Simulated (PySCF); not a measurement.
Isomers of C5H3ClOS. Method: PySCF, PBE0-D3(BJ)/def2-TZVP geometry optimisation, gas phase. One conformer each; no zero-point energy, no entropy. No frequencies were run at this level. Point groups hold within 0.08 Å.

Question: Order them by energy at this level, lowest first, and give relative energies in kcal/mol.
A. `[O:1]=[C:2]([Cl:3])[c:4]1[cH:5][cH:6][cH:7][s:8]1` with O1–C2–C4–C5 180°
B. `[O:1]=[C:2]([Cl:3])[c:4]1[cH:5][cH:6][s:7][cH:8]1` with O1–C2–C4–C5 0°

Answer: B (0.0), A (0.1).

Neighbours under 2.5 kcal/mol apart (O=C(Cl)c1ccsc1 and O=C(Cl)c1cccs1) can change places with a better method, another conformer or zero-point energy.

| SMILES | E (Eh) | E rel (kcal/mol) | dipole (D) | point group | A, B, C (MHz) |
| --- | --- | --- | --- | --- | --- |
| O=C(Cl)c1ccsc1 | -1125.49979 | 0.0 | 3.54 | Cs | 3342, 924.2, 724.0 |
| O=C(Cl)c1cccs1 | -1125.49969 | 0.1 | 4.22 | Cs | 3163, 1039, 782.2 |

Question: How do the relative energies change in single points at B97-2/pcSseg-2 (no added dispersion term) on the same geometries?

Answer: 
| SMILES | PBE0-D3(BJ)/def2-TZVP (kcal/mol) | B97-2/pcSseg-2 (kcal/mol) | shift |
| --- | --- | --- | --- |
| O=C(Cl)c1ccsc1 | 0.0 | 0.0 | 0.0 |
| O=C(Cl)c1cccs1 | 0.1 | 0.1 | 0.0 |

Each column counts from its own lowest isomer. The order is unchanged; the largest shift is 0.0 kcal/mol.

Question: As an exercise, what shares would exp(−E/RT) give at 2000 K from these electronic energies alone (no entropy, no degeneracies)?

Answer: RT = 3.974 kcal/mol: O=C(Cl)c1ccsc1 50.4 %, O=C(Cl)c1cccs1 49.6 %.
